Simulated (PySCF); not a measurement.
**EPR parameters of C4H10ClSi**

C4H10ClSi (doublet state).
Geometry (GFN2-xTB, Å), atoms numbered from 1 in this order:
```
atom  x, y, z in Å
C1     0.4904    1.4461   -0.5591
C2     0.4219    0.2771    0.3021
Si3    2.1063   -0.6345   -0.0426
C4    -0.7571   -0.6481    0.0124
C5    -2.0662    0.0467    0.3519
Cl6   -3.4560   -1.0214    0.0178
H7     0.9316    2.3611   -0.2175
H8     0.1598    1.3912   -1.5780
H9     0.4149    0.5667    1.3560
H10    3.1765    0.2866    0.3285
H11    2.1867   -1.8558    0.7655
H12    2.1327   -0.9718   -1.4627
H13   -0.6713   -1.5635    0.6010
H14   -0.7613   -0.9232   -1.0438
H15   -2.1165    0.3077    1.4094
H16   -2.2001    0.9438   -0.2525
```

The hyperfine couplings belong to this conformer and change with its torsions.

The species is `[CH2][C@H]([SiH3])CCCl` [radical].

Computed with UKS B3LYP, pcH-1 on C Cl H Si, non-relativistic, mean-field spin-orbit, GIAO in PySCF 2.14.0. Geometry: GFN2-xTB, one conformer, isolated molecule. Couplings are sensitive to structure, and on GFN2-xTB geometries they can be far from those on DFT ones. The SCF solution wasn't tested for stability.

| Quantity | Value |
| --- | --- |
| g1, g2, g3 | 2.00205, 2.00251, 2.00365 |
| g_iso | 2.00274 |
| Form of g | rhombic: the two nearest values differ by 29 % of g3 − g1 |
| ⟨S²⟩ | 0.7540 (exact 0.7500) |
| α and β electrons | 33, 32 |
| HOMO–LUMO gap, α and β orbitals | 5.63, 6.06 eV |

Isotropic coupling and dipolar principal values T1 to T3, in MHz:

| atom | isotope | a_iso | of which spin–orbit | T1 | T2 | T3 | Mulliken spin population |
| --- | --- | --- | --- | --- | --- | --- | --- |
| C1 | 13C | 78.5 | -0.1 | -75.4 | -74.6 | 149.9 | 1.00 |
| C2 | 13C | -26.0 | 0.0 | -5.0 | -0.7 | 5.6 | -0.06 |
| Si3 | 29Si | -157.5 | 0.1 | -21.3 | 8.9 | 12.4 | 0.07 |
| C4 | 13C | 22.5 | 0.0 | -2.7 | -2.1 | 4.8 | 0.02 |
| C5 | 13C | -1.8 | 0.0 | -2.0 | -0.1 | 2.1 | 0.01 |
| Cl6 | 35Cl | 0.2 | 0.0 | -0.6 | -0.4 | 1.0 | 0.00 |
| H7 | 1H | -59.9 | 0.0 | -36.7 | 0.5 | 36.1 | -0.04 |
| H8 | 1H | -59.5 | 0.0 | -36.7 | 0.6 | 36.0 | -0.04 |
| H9 | 1H | 42.5 | 0.0 | -4.2 | -3.9 | 8.1 | 0.01 |
| H10 | 1H | -3.9 | 0.0 | -3.7 | -1.5 | 5.2 | 0.00 |
| H11 | 1H | 55.1 | 0.0 | -2.4 | -1.0 | 3.4 | 0.04 |
| H12 | 1H | -4.0 | 0.0 | -3.7 | -1.5 | 5.2 | 0.00 |
| H13 | 1H | -3.0 | 0.0 | -2.7 | -1.4 | 4.2 | 0.00 |
| H14 | 1H | -0.4 | 0.0 | -2.9 | -2.6 | 5.5 | 0.00 |
| H15 | 1H | 0.2 | 0.0 | -1.8 | -1.4 | 3.2 | 0.00 |
| H16 | 1H | 1.8 | 0.0 | -4.9 | -2.5 | 7.4 | 0.00 |

Largest spin populations (Mulliken): C1 (+1.00) and Si3 (+0.07). No atom but C1 exceeds +0.15. The angles at C1 add up to 359.9°, so it is planar; its axial dipolar tensor and the negative couplings of its protons fit spin in a p orbital normal to that plane.

Under fast tumbling the dipolar parts average out, and these isotropic splittings remain: 2 × 1H (H7/H8, I = 1/2, 3 lines) with 2.13 mT, 1 × 1H (H9, I = 1/2, 2 lines) with 1.51 mT, 3 × 1H (H10/H11/H12, I = 1/2, 4 lines) with 0.56 mT, 1 × 1H (H13, I = 1/2, 2 lines) with 0.11 mT and 1 × 1H (H16, I = 1/2, 2 lines) with 0.06 mT.

Class means assume fast exchange of nuclei equivalent by connectivity; if that motion is slow, each nucleus keeps its own coupling. The three 1H nuclei of mean +15.7 MHz run from -4.0 to 55.1 MHz in the frozen geometry.

The 13C coupling of C1 (78.5 MHz) shows only in satellite lines or after enrichment, since that isotope makes up about 1.07 % of natural carbon.

The 29Si coupling of Si3 (-157.5 MHz) shows only in satellite lines or after enrichment, since that isotope makes up about 4.7 % of natural silicon.

Hardware: Arm Neoverse V2, one thread, shared host with 96 logical CPUs at a one-minute load of 70. Cost: 82 s wall (grids of density and orbitals included), 0.97 GiB resident at most.
